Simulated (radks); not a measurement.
Problem. In, 49 electrons, occupied as [Kr] 4d10 5s1 5p2 (not the ground configuration). Calculated with a radial shooting solver on a logarithmic mesh with Libxc functionals: scalar-relativistic Kohn-Sham, PBE, spin-polarised, spherical densities, point nucleus; open shells are filled with parallel spins first (spin-orbit coupling, left out, can overturn this in heavy ions). Some entries of the table are withheld. Estimate them.

orbital  occ.  eigenvalue (eV)  r(max) (bohr)
1s up       1        -27755.69        0.01922
1s down     1        -27755.63        0.01922
2s up       1        -4156.875         0.1086
2s down     1        -4156.863         0.1086
2p up       3        -3731.074        0.08692
2p down     3        -3731.046        0.08692
3s up       1        -789.8498         0.3155
3s down     1        -789.8047         0.3155
3p up       3        -650.4177         0.3088
3p down     3        -650.3695         0.3088
3d up       5        -433.9865         0.2583
3d down     5        -433.9464         0.2582
4s up       1        -120.9971         0.7697
4s down     1        -120.9039         0.7699
4p up       3              (1)         0.8161
4p down     3              (2)         0.8162
4d up       5         -20.0438         0.9319
4d down     5         -19.6463         0.9300
5s up       1          -9.7831          2.151
5s down     0          -7.8458          2.116
5p up       2          -3.7489          2.753

Solution. 
(1) 4p up eigenvalue (eV): -79.4798
(2) 4p down eigenvalue (eV): -79.3571
